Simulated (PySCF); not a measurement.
Compound: 1,1-dichloro-2,2,2-trifluoroethane, C2HCl2F3.
Numbering: `[F:1][C:2]([F:3])([F:4])[CH:5]([Cl:6])[Cl:7]` (hydrogens: H8 on C5)

Computed geometry: GFN2-xTB, gas phase.

(1) Give the optimised bond lengths and angles.

Results:

(1) 
```
               bond  length (Å)   order
F1–C2, C2–F3, C2–F4       1.334  single
              C2–C5       1.533  single
     C5–Cl6, C5–Cl7       1.773  single
              C5–H8       1.093  single
```

Bonds in one row agree within 0.01 Å and their mean is given. Orders are formal, as drawn. A selection of angles:
```
     angle  degrees
  F1–C2–F3    107.5
  F1–C2–C5    113.0
  F3–C2–C5    110.9
 C2–C5–Cl6    108.9
  C2–C5–H8    109.4
Cl6–C5–Cl7    111.4
 Cl6–C5–H8    109.1
```

Dihedral angles: F1–C2–C5–Cl6 -61° (synclinal).

Point group: Cs (every atom within 0.08 Å of its image). No GFN2-xTB frequencies stand behind this structure, so it isn't proved a minimum.
